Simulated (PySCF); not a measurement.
## What settings do to a single point of [ReOF6]−

The sound run of [ReOF6]− (singlet) uses PySCF 2.14.0, RKS TPSS, Re def2-SVP with ECP60, O def2-SVP, F def2-SVP; non-relativistic Hamiltonian with scalar-relativistic core potentials where named; density fitting; no spin-orbit coupling, grid (50, 194), threshold 1e-8 Eh and 55 cycles, at the relaxed geometry:

```xyz
8

Re    0.0000    0.0000    0.1004
O     0.0000    0.0000    1.8172
F     0.0000    0.0000   -1.8260
F     1.9207    0.0000   -0.0191
F     0.5935    1.8267   -0.0191
F    -1.5539    1.1289   -0.0191
F    -1.5539   -1.1290   -0.0191
F     0.5935   -1.8267   -0.0191
```

There Re1 has a Mulliken charge of 1.31 e and the dipole about the centre of mass is 0.88 D. Each run below changes one thing and starts from free metal ions and neutral atoms unless it says otherwise; with 55 cycles, smearing, a level shift and second-order steps follow where DIIS fails, and their cycles count. Energy shifts count from the sound run.

```tsv
change	outcome	cycles	energy shift (eV)	largest force component (eV/Å)	charge on Re1 (e)	dipole about the centre of mass (D)
threshold 0.0001	converged	9	0.0132	0.32	1.29	1.17
grid (40, 110)	converged	14	-0.0008	0.15	1.31	0.88
cycle limit 3	not converged	3	–	–	–	–
charge changed by +4, spin kept, limit 77 cycles	not converged	77	–	–	–	–
```

Question: How does the run with this change end: start from a density of up to 30 smeared cycles (not counted)?

Answer: outcome converged, cycles 9, energy shift (eV) 0.0000, largest force component (eV/Å) 0.02, charge on Re1 (e) 1.31, dipole about the centre of mass (D) 0.88.

Forces carry noise of the integration grid, about 0.01 to 0.03 eV/Å.

No frequency check is given that shows the relaxed geometry to be a minimum.
